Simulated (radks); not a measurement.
The mercury ion Hg+, 79 electrons, occupied as [Xe] 4f14 5d10 6s1.

Calculated with a radial shooting solver on a logarithmic mesh with Libxc functionals: scalar-relativistic Kohn-Sham, revPBE, spin-polarised, spherical densities, finite nucleus; open shells are filled with parallel spins first (spin-orbit coupling, left out, can overturn this in heavy ions); Fermi nuclear charge, rms radius 5.4648 fm.

Energy parts (hartree):
total: -19617.9897
kinetic: 22008.9915
electron-nucleus: -48835.5365
Hartree: 7578.9887
exchange-correlation: -370.4333

Orbitals (lengths in bohr, moments of r in powers of bohr):
orbital,occ.,eigenvalue (hartree),<r^4>,<r^2>
1s up,1,-3055.582,3.995e-07,0.0003809
1s down,1,-3055.581,3.995e-07,0.0003809
2s up,1,-541.8626,0.00005825,0.005797
2s down,1,-541.8624,0.00005825,0.005797
2p up,3,-467.4490,0.00004760,0.004898
2p down,3,-467.4489,0.00004760,0.004898
3s up,1,-128.8398,0.002100,0.03734
3s down,1,-128.8394,0.002100,0.03734
3p up,3,-107.3279,0.002319,0.03848
3p down,3,-107.3275,0.002319,0.03848
3d up,5,-84.65799,0.001782,0.03187
3d down,5,-84.65775,0.001782,0.03187
4s up,1,-28.58462,0.04666,0.1799
4s down,1,-28.58410,0.04665,0.1799
4p up,3,-21.52905,0.06247,0.2056
4p down,3,-21.52841,0.06247,0.2056
4d up,5,-13.14551,0.08565,0.2327
4d down,5,-13.14473,0.08564,0.2327
4f up,7,-3.85194,0.1598,0.2811
4f down,7,-3.85109,0.1597,0.2810
5s up,1,-4.66877,1.210,0.9133
5s down,1,-4.66817,1.207,0.9127
5p up,3,-2.77621,2.270,1.225
5p down,3,-2.77465,2.248,1.221
5d up,5,-0.69521,12.36,2.579
5d down,5,-0.68294,11.78,2.520
6s up,1,-0.55084,79.19,7.118
6s down,0,-0.51829,82.32,7.229

The highest occupied level is 6s up at -14.989 eV. Summed over all electrons, <r^2> = 50.30 bohr^2, which gives a Langevin (diamagnetic) susceptibility term of -39.8 x 10^-6 cm^3/mol.
